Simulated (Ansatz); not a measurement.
`[CH3][GeH2][I]` + H₂ → `[GeH3][I]` + CH₄ at 700 K and 1 bar (hydrogenolysis of a Ge–C bond).

Gas-phase electronic energies from Ansatz, PBE0-D4/def2-TZVP geometries. CCSD(T)/CBS adds triple-zeta CCSD(T) − MP2 to the extrapolated MP2 energy (def2 sets, frozen cores). This one scheme is used for every species. def2 core potentials past Kr. For Ge, I outer-core shells are correlated without core-valence functions, which leaves a few kJ/mol of doubt a bond. Scalar relativity is left out up to krypton.

```
         species  CCSD(T)/CBS energy (Eh)  H − E (kJ/mol)  S (J/(mol·K))
`[CH3][GeH2][I]`              -2414.65603           199.6          421.3
              H₂                 -1.17544            46.8          155.3
     `[GeH3][I]`              -2375.37957           103.8          343.3
             CH₄                -40.46206           145.9          224.0
```

H − E and S are ideal-gas, rigid-rotor, harmonic terms from PBE0-D4/def2-TZVP. The MP2-based limit puts H₂ 0.8 mEh under its directly extrapolated value; such offsets cancel only in part. 1 Eh = 2625.50 kJ/mol, R = 8.31446 J/(mol·K).

By hand: ΔE, ΔH, ΔS and ΔG.

ΔE = (-2375.37957) + (-40.46206) − (-2414.65603) − (-1.17544) = -0.01016 Eh = -26.7 kJ/mol. Δ(H − E) = 103.8 + 145.9 − 199.6 − 46.8 = 3.3, so ΔH = -23.4 kJ/mol. ΔS = 343.3 + 224.0 − 421.3 − 155.3 = -9.3 J/(mol·K). ΔG = -23.4 − 700 × (-9.3)/1000 = -16.9 kJ/mol.

By hand: the equilibrium constant, and the temperature at which ΔG would vanish if ΔH and ΔS stayed fixed.

log₁₀ K = −ΔG/(RT ln 10) = 1.3. ΔG = 0 at ΔH/ΔS = 2516 K, far beyond where these terms or the molecules hold.

The number of gas molecules stays the same, so ΔS is small and ΔH decides. A doubt of 5 kJ/mol in ΔE shifts log₁₀ K by 0.4 here. These are equilibria of isolated gas molecules and say nothing of rates. Largest T1 diagnostic: 0.009 (customary marks: 0.02 for closed shells, 0.045 for open ones).
